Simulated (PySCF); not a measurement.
Job file and geometry (Å, from GFN2-xTB) of an NMR shielding run on `CCC[Si@@H]1NBCCN1`, C$_{5}$H$_{15}$BN$_{2}$Si, GIAO PBE0/pcSseg-1 NMR shielding, non-relativistic, gas phase (PySCF); density fitting, a coarse starting grid and PySCF grid level 2 are the driver's defaults:

```
$ OMP_NUM_THREADS=1 python probes_run.py task.json out

{"job": {"kind": "nmr", "xc": "PBE0", "basis": "pcSseg-1"}, "charge": 0, "multiplicity": 1}
C      2.948230    -0.776600     0.048503
C      2.752105     0.731188    -0.008389
C      1.375250     1.152527     0.491314
Si    -0.037924     0.514032    -0.600349
N     -1.487922     1.455033    -0.302201
B     -2.727043     0.905623     0.022191
C     -2.890051    -0.675691     0.111220
C     -1.836418    -1.469193    -0.666622
N     -0.471573    -1.124057    -0.309725
H      2.207883    -1.274148    -0.572014
H      3.941169    -1.048536    -0.303467
H      2.839670    -1.134049     1.070593
H      3.524651     1.215499     0.596616
H      2.879574     1.072160    -1.037528
H      1.335037     2.242094     0.509974
H      1.257731     0.822024     1.524515
H      0.271897     0.639285    -2.036351
H     -1.416005     2.458958    -0.360900
H     -3.637229     1.613567     0.255237
H     -3.878597    -0.985613    -0.234915
H     -2.839770    -0.968303     1.165781
H     -1.948472    -1.253584    -1.731824
H     -1.974474    -2.546014    -0.522644
H     -0.199454    -1.546436     0.565473
```

Question: What does the program print?

Answer: 
```
coarse grid: 19568 points
cycle   1  E = -622.7840089730  dE =  9.479e-01  |g| = 6.386e-01  |ddm| = 4.268e+00
cycle   2  E = -622.7458882008  dE =  3.812e-02  |g| = 7.731e-01  |ddm| = 1.244e+00
cycle   3  E = -622.8831298698  dE = -1.372e-01  |g| = 7.733e-02  |ddm| = 7.270e-01
cycle   4  E = -622.8842182157  dE = -1.088e-03  |g| = 3.554e-02  |ddm| = 9.610e-02
cycle   5  E = -622.8845047055  dE = -2.865e-04  |g| = 7.198e-03  |ddm| = 3.201e-02
cycle   6  E = -622.8845154139  dE = -1.071e-05  |g| = 2.241e-03  |ddm| = 8.524e-03
cycle   7  E = -622.8845165106  dE = -1.097e-06  |g| = 6.054e-04  |ddm| = 2.393e-03
final grid: 181744 points
cycle   8  E = -622.9313774469  dE = -5.269e-05  |g| = 1.073e-02  |ddm| = 3.268e-02
cycle   9  E = -622.9313632686  dE =  1.418e-05  |g| = 1.343e-02  |ddm| = 2.021e-02
cycle  10  E = -622.9314056259  dE = -4.236e-05  |g| = 1.033e-03  |ddm| = 1.108e-02
cycle  11  E = -622.9314058468  dE = -2.209e-07  |g| = 3.362e-04  |ddm| = 9.775e-04
cycle  12  E = -622.9314058708  dE = -2.398e-08  |g| = 6.015e-05  |ddm| = 2.794e-04
cycle  13  E = -622.9314058715  dE = -7.124e-10  |g| = 2.908e-05  |ddm| = 8.704e-05
converged SCF energy = -622.9314058715

GIAO shielding tensors (ppm)
atom      isotropic    diamagn.    paramagn.     s11        s22        s33       span
  0 C      167.823     249.343     -81.521    155.453    163.142    184.872     29.419
  1 C      165.907     247.029     -81.122    160.179    166.707    170.836     10.657
  2 C      165.073     256.455     -91.382    153.420    160.765    181.033     27.613
  3 Si     365.317     883.057    -517.740    338.309    352.289    405.352     67.042
  4 N      130.371     327.130    -196.759     18.240    146.496    226.376    208.136
  5 B       54.569     191.241    -136.672     13.263     34.254    116.190    102.927
  6 C      160.389     251.483     -91.095    138.574    167.591    175.002     36.429
  7 C      144.537     242.025     -97.488    120.158    147.884    165.570     45.412
  8 N      222.716     326.897    -104.181    203.953    219.721    244.475     40.522
  9 H       30.399      31.915      -1.516     25.151     30.679     35.366     10.215
 10 H       30.514      27.880       2.634     25.737     27.539     38.266     12.529
 11 H       31.088      31.399      -0.311     27.788     29.105     36.371      8.582
 12 H       30.012      29.022       0.990     24.292     28.480     37.264     12.972
 13 H       30.251      30.670      -0.419     25.997     28.765     35.991      9.994
 14 H       30.772      33.153      -2.381     25.343     29.978     36.994     11.650
 15 H       31.049      35.147      -4.098     27.656     30.133     35.358      7.702
 16 H       26.450      31.425      -4.975     23.592     24.809     30.949      7.357
 17 H       27.405      31.415      -4.010     22.994     26.645     32.576      9.581
 18 H       26.233      28.709      -2.476     25.229     26.494     26.977      1.748
 19 H       30.662      28.459       2.202     26.082     28.199     37.704     11.622
 20 H       30.905      30.935      -0.030     27.455     29.579     35.682      8.226
 21 H       28.693      30.027      -1.334     23.726     28.498     33.854     10.128
 22 H       28.493      29.142      -0.649     22.153     28.152     35.175     13.022
 23 H       31.008      37.371      -6.363     22.880     31.115     39.029     16.149
```

Size and cost of the density-fitted run: 235 basis functions, 2 min wall time on 1 thread of an Arm Neoverse N1, shared host; peak memory 1.1 GiB.
